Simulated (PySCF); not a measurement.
## C₆ coefficients of unlike pairs at M06-2X

Calculated with PySCF 2.14 from the dipole response of each species, C₆(A,B) = (3/π) ∫ α_A(iu) α_B(iu) du, in atomic units, from isotropic polarisabilities. For ions this is the dispersion term alone; charge-induced terms of lower order in 1/R come first.

```tsv
species	configuration	basis	relativity	α (bohr³)	C₆ (like pair)
P²⁺	[Ne] 3s2 3p1 (2P)	aug-cc-pV(D+d)Z (5s4p3d)	none	9.318	32.98
Ge	[Ar] 3d10 4s2 4p2 (3P)	aug-cc-pVQZ-PP with ECP10MDF (7s6p5d3f2g)	core potential	42.44	361.3
Sr⁺	[Kr] 5s1 (2S)	aug-cc-pVQZ-X2C (9s8p6d3f2g)	spin-free X2C	167.8	1777
```

(1) Estimate C₆ for Sr⁺ with P²⁺.

No spin-orbit coupling is included.

The other pairs:

| pair | C₆ |
| --- | --- |
| Ge, P²⁺ | 105.1 |
| Sr⁺, Ge | 701.5 |

## Answers

(1) The integral gives 181.5. The combination rule 2 C_A C_B / (C_A α_B/α_A + C_B α_A/α_B) gives 169.2 and the geometric mean 242.1.
